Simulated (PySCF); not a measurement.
Geometry (Å), atoms numbered from 1 in this order:
```xyz
13

Si   -0.4674    0.4238   -0.4725
C    -0.7248    0.6670    1.3386
C    -1.4420   -0.1898    2.0757
H    -0.2658    1.5321    1.8347
H    -1.9211   -1.0676    1.6285
H    -1.5853   -0.0522    3.1531
C     1.2880    0.2619   -1.0177
C     1.7315   -0.8289   -1.6543
H     1.9951    1.0748   -0.8077
H     1.0643   -1.6660   -1.8864
H     2.7744   -0.9331   -1.9736
F    -1.1602    1.6472   -1.2780
F    -1.2561   -0.9213   -0.9182
```

Geometry: PBE0-D3(BJ)/def2-SVP; GIAO absolute shieldings from PySCF 2.14, gas phase, non-relativistic, averaged over equivalent atoms.

At wB97X-D/pcSseg-1 (156 basis functions, 19 s wall time on 1 thread of an Arm Neoverse V1, shared host):
| atoms | σ (ppm) |
| --- | --- |
| Si1 | 374.9 |
| C3/C8 | 34.3 |
| C2/C7 | 48.7 |
| H5/H6/H10/H11 | 24.84 |
| H4/H9 | 25.31 |
| F12/F13 | 338.3 |

Question: Predict the values at PBE0/pcSseg-1 on the same geometry.

Answer: 
```json
{"atoms": "Si1", "σ at PBE0/pcSseg-1": "374.2", "change": "-0.7"}
{"atoms": "C3/C8", "σ at PBE0/pcSseg-1": "35.3", "change": "+1.0"}
{"atoms": "C2/C7", "σ at PBE0/pcSseg-1": "48.6", "change": "-0.1"}
{"atoms": "H5/H6/H10/H11", "σ at PBE0/pcSseg-1": "24.73", "change": "-0.11"}
{"atoms": "H4/H9", "σ at PBE0/pcSseg-1": "25.15", "change": "-0.16"}
{"atoms": "F12/F13", "σ at PBE0/pcSseg-1": "334.4", "change": "-3.9"}
```

The largest change is at F12/F13 (fluorine bonded to Si). Cost: 156 basis functions, 22 s wall time on 1 thread of an Arm Neoverse V1, shared host.

The averaged F atoms aren't alike in the static structure (σ from 321 to 356 ppm); the average presumes fast exchange among these sites.
